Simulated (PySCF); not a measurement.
SCF from a fresh guess for singlet CaH₂, at the BP86 minimum. PySCF input:

```python
from pyscf import gto, scf, dft
mol = gto.M(atom='''
Ca     0.037250     0.000000    -0.000000
H     -0.738460    -1.863200     0.000000
H     -0.738460     1.863200    -0.000000''',
    basis={'Ca': 'def2-TZVP', 'H': 'def2-TZVP'},
    charge=0, spin=0)
mf = dft.RKS(mol, xc='PBE')
mf.grids.atom_grid = (50, 194)
aux = {'Ca': 'def2-universal-JKFIT', 'H': 'def2-universal-JKFIT'}
mf = mf.density_fit(auxbasis=aux)
mf.conv_tol = 1e-08
mf.diis_space = 10
mf.max_cycle = 60
mf.init_guess = 'minao'
mf.verbose = 4
mf.kernel()
```

Excerpt of the output (cycles and frontier levels):

```
init E= -678.28206609379
  HOMO = -0.272813952972753  LUMO = -0.107538612076198  gap/eV = 4.49737
cycle= 1 E= -678.452054047123  delta_E= -0.17  |g|= 0.267  |ddm|= 1.81
  HOMO = -0.113681176534775  LUMO = -0.0779243704220507  gap/eV = 0.97299
cycle= 2 E= -678.440423130592  delta_E= 0.0116  |g|= 0.29  |ddm|= 0.891
  HOMO = -0.174538041103953  LUMO = -0.0814325568451228  gap/eV = 2.53353
cycle= 3 E= -678.48942733171  delta_E= -0.049  |g|= 0.0529  |ddm|= 0.564
  HOMO = -0.177062669084482  LUMO = -0.086316198655763  gap/eV = 2.46934
cycle= 4 E= -678.490053030006  delta_E= -0.000626  |g|= 0.0109  |ddm|= 0.0463
  HOMO = -0.172915451050648  LUMO = -0.0855435811851586  gap/eV = 2.37751
cycle= 5 E= -678.490130909502  delta_E= -7.79e-05  |g|= 0.000916  |ddm|= 0.0223
  HOMO = -0.172867135402263  LUMO = -0.0853868663985318  gap/eV = 2.38046
cycle= 6 E= -678.49013112669  delta_E= -2.17e-07  |g|= 0.000491  |ddm|= 0.0019
  HOMO = -0.172912170212702  LUMO = -0.0854302219992822  gap/eV = 2.38051
cycle= 7 E= -678.490131191871  delta_E= -6.52e-08  |g|= 4.66e-05  |ddm|= 0.000703
  HOMO = -0.172918490712195  LUMO = -0.0854367901558688  gap/eV = 2.38050
cycle= 8 E= -678.490131192707  delta_E= -8.36e-10  |g|= 3.22e-06  |ddm|= 7.06e-05
  HOMO = -0.17291864939832  LUMO = -0.0854357340050442  gap/eV = 2.38053
Extra cycle  E= -678.490131192709  delta_E= -2.84e-12  |g|= 3.39e-06  |ddm|= 1.23e-05
converged SCF energy = -678.490131192709
```

No lower solution of this spin was found by a stability analysis within the restricted form, which does not test spin polarisation.

The search for the lowest solution, with the stability check, took 3.2 s on 2 threads of a shared Intel Xeon Platinum 8259CL @ 2.50GHz (Skylake/Cascade Lake) host, with 48 basis functions; the process peaked at 0.24 GiB.
